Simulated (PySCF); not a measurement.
SMILES C[Si](C)(C)[SiH2]O, singlet (GFN2-xTB optimised geometry):

```
18

Si     1.728    -0.510     0.000
O      2.065     0.267     1.397
Si    -0.587    -0.510     0.000
C     -1.309     1.264     0.000
C     -1.308    -1.426     1.520
C     -1.246    -1.392    -1.563
H      2.395     0.207    -1.100
H      2.395    -1.823     0.030
H      2.960     0.426     1.684
H     -2.395     1.259     0.022
H     -1.002     1.814    -0.886
H     -0.965     1.823     0.865
H     -2.395    -1.404     1.528
H     -0.963    -0.973     2.445
H     -1.002    -2.468     1.533
H     -0.909    -0.900    -2.469
H     -2.332    -1.403    -1.582
H     -0.909    -2.424    -1.609
```

Level of theory: CAM-B3LYP/def2-SVP (PySCF 2.14.0).

What are the frontier orbital energies and the dipole moment?

HOMO-2 -9.74 eV, HOMO-1 -9.58 eV, HOMO -8.84 eV, LUMO 1.31 eV, LUMO+1 2.15 eV; dipole moment 0.53 D.

On the same geometry PBE/def2-SVP in PySCF 2.14.0 gives HOMO-2 -7.06 eV, HOMO-1 -6.61 eV, HOMO -6.32 eV, LUMO -0.61 eV, LUMO+1 0.19 eV; dipole moment 0.42 D.

Meta-Löwdin charges at CAM-B3LYP/def2-SVP: Si1 0.63, O2 -0.72, Si3 0.68, C4 -0.53, C5 -0.53, C6 -0.54, H7 -0.14, H8 -0.14, H9 0.33, H10 0.11, H11 0.11, H12 0.11, H13 0.11, H14 0.11, H15 0.11, H16 0.10, H17 0.11, H18 0.10.
